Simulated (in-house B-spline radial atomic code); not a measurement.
Computed with a B-spline radial atomic code. Model: two electrons, singlet ground state, non-relativistic, full CI in B-splines with partial waves to l = 8 (at full coupling up to 3e-4 hartree above the limit, correlation up to 0.6 % small), density held at that of full coupling by Lieb maximisation.

Along the adiabatic connection the electron repulsion is scaled by a coupling λ while a local potential keeps the density fixed. At λ = 0 the system is the Kohn-Sham one and W equals the exchange energy; the exchange-correlation energy is the area under W between 0 and 1. The kinetic energy rises with λ as the electrons avoid each other, with dT/dλ = −λ dW/dλ.

Command:
```bash
python run_ac.py task.json out
```
Settings (lengths in bohr, energies in hartree):
```
potential              coulomb
strength               3.16
lmax                   8
wall_radius            1.87
```

Run time, properties included: 6.4 s on 1 thread of Intel(R) Xeon(R) Processor @ 2.30GHz (shared host).

**W = mean repulsion less Hartree energy, and W of three functionals.**

Given: confinement point charge; nuclear charge 3.16; hard wall radius 1.87 bohr; external potential -Z/r.

Computed: PBE exchange minus exact 35.611 millihartree; SCAN exchange minus exact -1.1271 millihartree.

```tsv
coupling	W xc (hartree)	W xc minus exchange (millihartree)	kinetic minus Kohn-Sham (millihartree)	LDA (PW92) W minus its exchange (millihartree)	PBE W minus its exchange (millihartree)	SCAN W minus its exchange (millihartree)
0	-1.8002	0	0	0	0	0
0.02	-1.8021	-1.87	0	-13.26	-1.89	-1.85
0.05	-1.8048	-4.656	0.1	-27.62	-4.74	-4.57
0.12	?	?	?	?	?	?
0.25	-1.8229	-22.7	2.8	-92.11	-23.82	-21.87
0.4	-1.8358	-35.655	7	-127.49	-37.84	-34.09
0.6	-1.8524	-52.205	15.3	-166.76	-55.92	-49.55
0.8	-1.8682	-67.981	26.3	-200.27	-73.26	-64.18
1	-1.8832	-83.035	39.8	-229.77	-89.85	-78.08
1.4	?	?	?	?	?	?
2	-1.9492	-148.99	137.6	-342.06	-162.74	-138.72
3	-2.0027	-202.53	270.5	-421.86	-222.11	-188.19
4.5	-2.0663	-266.11	506.8	-510.27	-293.36	-247.91
7	-2.1428	-342.58	940.4	-612.95	-381.44	-321.95
10	-2.2053	-405.13	1466.1	-697.46	-457.05	-384.8
```

Question: What belongs in the row 0.12?

Answer: W xc (hartree): -1.8113; W xc minus exchange (millihartree): -11.075; kinetic minus Kohn-Sham (millihartree): 0.7; LDA (PW92) W minus its exchange (millihartree): -54.03; PBE W minus its exchange (millihartree): -11.44; SCAN W minus its exchange (millihartree): -10.78.

Question: What belongs in the row 1.4?

Answer: W xc (hartree): -1.9113; W xc minus exchange (millihartree): -111.16; kinetic minus Kohn-Sham (millihartree): 73.5; LDA (PW92) W minus its exchange (millihartree): -280.33; PBE W minus its exchange (millihartree): -120.91; SCAN W minus its exchange (millihartree): -103.95.

Question: What is the LDA exchange minus exact?

Answer: 255.24 millihartree.

**Energy parts, natural occupations and partial-wave weights.**

Computed: total energy -8.1165 hartree; exchange energy -1.8002 hartree; correlation energy -0.043193 hartree; initial slope twice GL2 -0.093727 hartree; kinetic part over minus potential part 0.47982; Kohn-Sham kinetic 8.4525 hartree; Lieb Oxford ratio E_xc over LDA exchange 1.1932.

```tsv
natural	occupation of the shell (electrons)
s	1.9946
p	?
s	0.001897
d	0.00015218
p	0.00010275
s	3.2446e-05
```

Question: What belongs in the row p?

Answer: occupation of the shell (electrons): 0.0031288.

```json
{"wave": "s", "weight": "0.99828"}
{"wave": "p", "weight": "0.0016204"}
{"wave": "d", "weight": "8.481e-05"}
{"wave": "f", "weight": "?"}
{"wave": "g", "weight": "2.8284e-06"}
```

Question: What belongs in the row f?

Answer: weight: 1.2083e-05.

Question: What is the Hartree energy?

Answer: 3.6004 hartree.

Question: What is the kinetic part of the DFT correlation energy?

Answer: 0.039842 hartree.

Half-way to full coupling W has made 53 % of its drop, against 50 % for a straight line, and second-order (GL2) theory, half the initial slope, overshoots the correlation energy by about 9 %: a moderate bend, as in light atoms. Over couplings 0 to 1 the errors in E_xc come to about +160 millihartree for LDA, +33 millihartree for PBE, +1.1 millihartree for SCAN, so SCAN is nearest. In LDA and PBE and SCAN the errors of exchange and correlation have opposite signs, so the sum is smaller than the larger of the two.
